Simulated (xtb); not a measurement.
xtb input (GFN1-xTB):

```bash
xtb mol.xyz --gfn 1 --opt tight --chrg 0 --uhf 0
```
mol.xyz:
```
5

Ge    -1.14077698     0.11012720     0.03387578
Br     1.17925290    -0.11384155    -0.03501834
H     -1.45320508     1.60629332    -0.08057344
H     -1.70569348    -0.67956296    -1.15207607
H     -1.61008955    -0.46634648     1.37426632
```

Output:

```
           -------------------------------------------------
          |                Calculation Setup                |
           -------------------------------------------------

           -------------------------------------------------
          |                 G F N 1 - x T B                 |
           -------------------------------------------------

        Reference                      10.1021/acs.jctc.7b00118
      * Hamiltonian:
        H0-scaling (s, p, d)           1.850000    2.250000    2.000000
        zeta-weighting                 0.000000
      * Dispersion:
        s8                             2.400000
        a1                             0.630000
        a2                             5.000000
        s9                             0.000000
      * Repulsion:
        kExp                           1.500000
        rExp                           1.000000
      * Coulomb:
        alpha                          2.000000
        third order                    atomic
        anisotropic                    false
      * Halogen bond correction:
        rad-scale                      1.300000
        damping                        0.440000

          ...................................................
          :                      SETUP                      :
          :.................................................:
          :  # basis functions                  26          :
          :  # atomic orbitals                  24          :
          :  # shells                           12          :
          :  # electrons                        14          :
          :  # halogen bonds                     0          :
          :  max. iterations                   250          :
          :  Hamiltonian                  GFN1-xTB          :
          :  restarted?                      false          :
          :  GBSA solvation                  false          :
          :  PC potential                    false          :
          :  electronic temp.          300.0000000     K    :
          :  accuracy                    1.0000000          :
          :  -> integral cutoff          0.2500000E+02      :
          :  -> integral neglect         0.1000000E-07      :
          :  -> SCF convergence          0.1000000E-05 Eh   :
          :  -> wf. convergence          0.2000000E-04 e    :
          :  Broyden damping             0.4000000          :
          :  net charge                          0          :
          :  unpaired electrons                  0          :
          ...................................................

 iter      E             dE          RMSdq      gap      omega  full diag
   1     -7.0444620 -0.704446E+01  0.617E+00    4.97       0.0  T
   2     -7.0442776  0.184390E-03  0.394E+00    5.62       1.0  T
   3     -7.2120587 -0.167781E+00  0.196E+00    5.88       1.0  T
   4     -7.2401061 -0.280475E-01  0.732E-01    6.50       1.0  T
   5     -7.2418809 -0.177473E-02  0.247E-01    6.49       1.0  T
   6     -7.2426702 -0.789300E-03  0.510E-02    6.52       1.0  T
   7     -7.2426935 -0.232992E-04  0.202E-02    6.52       2.2  T
[...]
         ::                     SUMMARY                     ::
         :::::::::::::::::::::::::::::::::::::::::::::::::::::
         :: total energy              -7.222919047684 Eh    ::
         :: gradient norm              0.000023655528 Eh/a0 ::
         :: HOMO-LUMO gap              6.618193017963 eV    ::
         ::.................................................::
         :: SCC energy                -7.257624192870 Eh    ::
         :: -> electrostatic           0.011994855940 Eh    ::
         :: repulsion energy           0.035873658251 Eh    ::
         :: dispersion energy         -0.001168513065 Eh    ::
         :: halogen bond corr.         0.000000000000 Eh    ::
         :: add. restraining           0.000000000000 Eh    ::
         :: total charge               0.000000000000 e     ::
         :::::::::::::::::::::::::::::::::::::::::::::::::::::

           -------------------------------------------------
          |                Property Printout                |
           -------------------------------------------------

    * Orbital Energies and Occupations

         #    Occupation            Energy/Eh            Energy/eV
      -------------------------------------------------------------
         1        2.0000           -0.7326588             -19.9367
         2        2.0000           -0.6366688             -17.3246
         3        2.0000           -0.4895711             -13.3219
         4        2.0000           -0.4895711             -13.3219
         5        2.0000           -0.4850559             -13.1990
         6        2.0000           -0.4653949             -12.6640
         7        2.0000           -0.4653949             -12.6640 (HOMO)
         8                         -0.2221808              -6.0458 (LUMO)
         9                         -0.2221808              -6.0458
        10                         -0.2215312              -6.0282
        11                         -0.1487083              -4.0466
        12                         -0.1487083              -4.0466
        13                         -0.1432988              -3.8994
        14                         -0.1073779              -2.9219
        15                         -0.1073779              -2.9219
        16                         -0.0954478              -2.5973
        17                         -0.0954478              -2.5973
        18                         -0.0703090              -1.9132
       ...                                ...                  ...
        24                          0.5294303              14.4065
      -------------------------------------------------------------
                  HL-Gap            0.2432141 Eh            6.6182 eV
             Fermi-level           -0.3437878 Eh           -9.3549 eV

  Mulliken/CM5 charges         n(s)   n(p)   n(d)
     1Ge    0.16894 -0.06507   1.344  1.998  0.489
     2Br   -0.03488 -0.00893   1.949  5.103 -0.017
     3H    -0.04469  0.02467   1.045  0.000  0.000
     4H    -0.04469  0.02467   1.045  0.000  0.000
     5H    -0.04469  0.02467   1.045  0.000  0.000

Wiberg/Mayer (AO) data.
largest (>0.10) Wiberg bond orders for each atom

 ---------------------------------------------------------------------------
     #   Z sym  total        # sym  WBO       # sym  WBO       # sym  WBO
 ---------------------------------------------------------------------------
     1  32 Ge   4.245 --     2 Br   1.454     4 H    0.930     3 H    0.930
                             5 H    0.930
     2  35 Br   1.514 --     1 Ge   1.454
     3   1 H    0.997 --     1 Ge   0.930
     4   1 H    0.997 --     1 Ge   0.930
     5   1 H    0.997 --     1 Ge   0.930
Note: The following floating-point exceptions are signalling: IEEE_DENORMAL
normal termination of xtb
 ---------------------------------------------------------------------------

Topologies differ in total number of bonds
Writing topology from bond orders to xtbtopo.mol

 dipole moment from electron density (au)
     X       Y       Z
  -0.7474   0.0722   0.0222  total (Debye):    1.909

           -------------------------------------------------
          |                Geometry Summary                 |
           -------------------------------------------------

      molecular mass/u    :      155.5549002
   center of mass at/Å    :        0.0316754      -0.0030578      -0.0009406
  moments of inertia/u·Å² :        0.5978915E+01   0.2147877E+03   0.2147877E+03
rotational constants/cm⁻¹ :        0.2819513E+01   0.7848509E-01   0.7848509E-01

 * 4 selected distances

     #   Z          #   Z                                           value/Å
     1  32 Ge       2  35 Br                                      2.3137642 (max)
     1  32 Ge       3   1 H                                       1.4741883
     1  32 Ge       4   1 H                                       1.4741883 (min)
     1  32 Ge       5   1 H                                       1.4741883

 * 2 distinct bonds (by element types)

   Z      Z             #   av. dist./Å        max./Å        min./Å
   1 H   32 Ge          3     1.4741883     1.4741883     1.4741883
  32 Ge  35 Br          1     2.3137642     2.3137642     2.3137642

optimized geometry written to: xtbopt.xyz

           -------------------------------------------------
          | TOTAL ENERGY               -7.222919047684 Eh   |
          | GRADIENT NORM               0.000023655528 Eh/α |
          | HOMO-LUMO GAP               6.618193017963 eV   |
           -------------------------------------------------

------------------------------------------------------------------------
------------------------------------------------------------------------
 total:
 SCF:
 ANC optimizer:
```
